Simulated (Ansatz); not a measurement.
Consider the formal exchange of groups at the Si–Ga bond: `O[SiH2][GaH][SiH3]` + `N=C=C(O)F` → `N=C=C(F)[SiH3]` + `O[SiH2][GaH][OH]`.

Calculated with Ansatz (gas phase, PBE0-D4/def2-TZVP geometries, no zero-point term in ΔE). CCSD(T)/CBS adds triple-zeta CCSD(T) − MP2 to the extrapolated MP2 energy (def2 sets, frozen cores). Functionals use def2-TZVPP. For Ga outer-core shells are correlated without core-valence functions, which leaves a few kJ/mol of doubt a bond. Scalar relativity is left out up to krypton. One conformer a species, not always the lowest.

```
             level  ΔE (kJ/mol)
         r2SCAN-D4       -139.7
            r2SCAN       -139.6
CCSD(T)/def2-TZVPP       -142.4
    CCSD/CBS(def2)       -145.9
```

(1) What does CCSD(T)/CBS give? (Best estimate.)

Largest T1 diagnostic among the species: 0.015.

## Answers

(1) Computed: -147.5 kJ/mol. The listed levels differ from it by 7.8, 7.9, 5.1, 1.6 kJ/mol.
